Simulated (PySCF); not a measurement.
## Core binding energy against partial charge

C7H12O.
Geometry (PBE0-D3(BJ)/def2-SVP, Å), atoms numbered from 1 in this order:
```
atom  x, y, z in Å
C1    -1.2744    2.0476   -0.2304
C2    -1.1108    0.7285   -0.1790
C3    -1.9295   -0.4621   -0.6163
C4    -1.1935   -1.2846    0.4685
C5    -0.1221   -0.1741    0.5605
C6     0.3664    0.2519    1.9281
O7     0.9348   -0.5817   -0.2907
C8     1.8308    0.4149   -0.6836
H9    -0.5776    2.7249    0.2723
H10   -2.1160    2.4995   -0.7639
H11   -1.6671   -0.7964   -1.6323
H12   -3.0237   -0.3700   -0.5455
H13   -1.7747   -1.3731    1.3970
H14   -0.7944   -2.2663    0.1794
H15    0.9844    1.1611    1.8757
H16    0.9733   -0.5513    2.3737
H17   -0.4830    0.4659    2.5915
H18    1.3166    1.2791   -1.1434
H19    2.5007   -0.0296   -1.4331
H20    2.4528    0.7854    0.1528
```

Binding energies: PySCF 2.14.0, delta-SCF UKS SCAN, pcX-2 on the ionised atom, pcseg-1 elsewhere, spin-free X2C. Charges: PBE0/pcSseg-1 ground-state density, for the ionised atom.

```csv
atom,environment,C 1s (eV),Mulliken (e),IAO (e),Hirshfeld (e),ESP (e)
C1,terminal =CH2 carbon,289.86,-0.078,-0.339,-0.113,-0.595
C2,fully substituted alkene carbon,290.15,-0.273,+0.002,+0.002,+0.163
C4,four-membered-ring carbon,290.24,-0.077,-0.261,-0.076,-0.224
C3,allylic carbon,290.42,-0.131,-0.273,-0.075,-0.187
C6,methyl carbon,290.46,-0.143,-0.432,-0.127,-0.667
C5,sp3 carbon bound to oxygen,291.70,-0.175,+0.217,+0.085,+0.461
C8,methoxy carbon,291.83,-0.024,-0.198,-0.046,-0.133
```

Q: Give the correlation coefficient and slope of binding energy on charge for each scheme.

A: Hirshfeld: r = 0.59, slope 6.3 eV per e; ESP: r = 0.54, slope 1.1 eV per e; IAO: r = 0.52, slope 1.8 eV per e; Mulliken: r = 0.24, slope 2.3 eV per e. Hirshfeld charges have the highest r, on only 7 points.

Q: The point-charge model writes a binding energy as kq + V + constant, with V the potential of the other atoms' charges at the site. What does it give with the IAO charges?

A: V = Σ 14.40 eV Å × q/r over all other atoms: +3.66 eV at C1, -2.71 eV at C2, +2.42 eV at C4, +2.44 eV at C3, +5.48 eV at C6, -6.07 eV at C5, +1.71 eV at C8. Fitting binding energy − V to q gives k = 19.8 eV per e and leaves an rms residual of 0.40 eV, against 0.62 eV for the fit on q alone. The model has no term for differences in relaxation between sites.

One conformer (not necessarily the lowest) at the PBE0-D3(BJ)/def2-SVP geometry, without solvent, vibrations or thermal averaging.
